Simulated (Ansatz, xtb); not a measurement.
## Two conformers of B2Br2Cl2H2

Structure a is `Cl[BH-]1[Br+][BH-](Cl)[Br+]1`, a singlet and structure b is `Cl[BH-]1[Br+][BH-](Cl)[Br+]1`, a singlet. Both are isolated molecules in the gas phase, relaxed with PBE0-D4/def2-SVP.

a (Å):

```xyz
8

B    -1.4242    0.4674   -2.7402
B    -1.0028    0.5901    0.0846
Br   -2.7644    0.6524   -1.1016
Br    0.3139    0.8142   -1.5679
Cl   -1.4442   -1.1564   -3.4392
Cl   -0.9017    1.9406    1.2172
H    -1.5821    1.4156   -3.4565
H    -0.8815   -0.5303    0.4935
```

b (Å):

```xyz
8

B    -1.9188    1.3268   -2.2645
B    -0.6412   -0.2632   -0.2495
Br   -1.6798   -0.7704   -2.0311
Br   -0.6319    1.8222   -0.6498
Cl   -1.3095    1.9069   -3.8168
Cl    0.9850   -0.9487   -0.1980
H    -3.0375    1.6023   -1.9327
H    -1.3873   -0.4514    0.6699
```

**Question.** Estimate which is lower in electronic energy at CCSD(T)/def2-SVP + ΔMP2/def2-TZVPP, and by roughly how much.

**Answer.** CCSD(T)/def2-SVP + ΔMP2/def2-TZVPP gives E(b) − E(a) = −0.38 kcal/mol, slightly favouring structure b, which is too small a margin to settle the true order.

The same difference at several levels:

| level | geometry | E(b) − E(a) (kcal/mol) | departure from the last row (kcal/mol) | job, with rough time for the two |
| --- | --- | --- | --- | --- |
| PBE0-D4/def2-SVP | PBE0-D4/def2-SVP | −0.43 | −0.05 | optimisation, 2.5 min |
| HF/def2-SVP | PBE0-D4/def2-SVP | −0.31 | +0.07 | part of the CCSD(T) run |
| MP2/def2-SVP | PBE0-D4/def2-SVP | −0.35 | +0.04 | part of the CCSD(T) run |
| CCSD(T)/def2-SVP | PBE0-D4/def2-SVP | −0.34 | +0.05 | single point |
| CCSD(T)/def2-SVP + ΔMP2/def2-TZVPP | PBE0-D4/def2-SVP | −0.38 |  | single point, 2.2 min |

The largest departure from CCSD(T)/def2-SVP + ΔMP2/def2-TZVPP is that of HF/def2-SVP, 0.07 kcal/mol. No reliable frequencies are at hand for b, so it isn't confirmed as a minimum. Levels run at GFN2-xTB geometries aren't shown. The last row adds to CCSD(T) the change of the MP2 difference between the two basis sets, here −0.05 kcal/mol.

The correlated steps freeze 30 core orbitals; the filled d shell of Br is correlated, in a basis made for valence electrons. Run with Ansatz 0.2.0, xtb 6.7.1; the last row on 2 threads of Arm Neoverse V1 on a shared host.
